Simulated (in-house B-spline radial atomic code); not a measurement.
Atomic self-consistent-field run: Ti IX (Ti8+) (an excited or competing configuration). Computed with a radial B-spline atomic code at the basis-set limit: Dirac-Hartree-Fock, average of configuration, Fermi nucleus of rms radius 3.5921 fm.

Command:
```bash
python run_scf.py task.json out
```
Settings (nuclear radius in fm, mass in u):
```
Z                22
configuration    [Ne] 3s1 3p3
hamiltonian      dirac
method           hf
spin_polarised   False
nucleus          fermi
rms_radius       3.5921
atomic_mass      47.94794
speed_of_light   137.035999084
```

Output (hartree, bohr):
```
 radial grid: 64 intervals, B-splines of order 8, outer radius 7.931 bohr

 iter        energy (Eh)    residual
    1       -823.3683186    1.17e+00
    2       -829.1499858    1.94e-01
    3       -829.3174335    7.95e-02
    4       -829.3458154    3.26e-02
    5       -829.3514164    5.67e-03
    6       -829.3516026    1.12e-04
    7       -829.3516026    1.89e-06
    8       -829.3516026    3.77e-08

 total energy                     -829.351603
 kinetic                            838.27015
 electron-nucleus                 -1886.22730
 electron-electron                  218.60554

 first-order corrections (not in the total)
   Gaunt                            0.28354
   retardation                     -0.02332
   frequency dependence            -0.00048
   self-energy                      0.18923
   Uehling                         -0.01461
   Wichmann-Kroll                   0.00006
   recoil                           0.00763

 orbital      occ     eigenvalue          <r>       <r^2>       <1/r>       r_max    small
 1s1/2      2.000     -190.94206     0.069516  0.00649894      21.813     0.04557  6.22e-03
 2s1/2      2.000      -27.85083      0.32094    0.121599     4.61068      0.2674  1.10e-03
 2p1/2      2.000      -24.20249     0.285251     0.10008       4.518      0.2176  1.07e-03
 2p3/2      4.000      -23.98326     0.287791    0.101731     4.46263      0.2197  1.06e-03
 3s1/2      1.000       -8.03975     0.899353    0.918598     1.56685       0.817  2.82e-04
 3p1/2      1.000       -6.95066     0.917849    0.968908     1.48603      0.8232  2.60e-04
 3p3/2      2.000       -6.91592     0.922448    0.978382     1.47542      0.8277  2.59e-04
```

Time taken, with all properties: 0.47 s on 1 thread of Arm Neoverse V2, on a shared host.

For the Dirac Hamiltonian the kinetic term is c α·p + (β - 1)c².
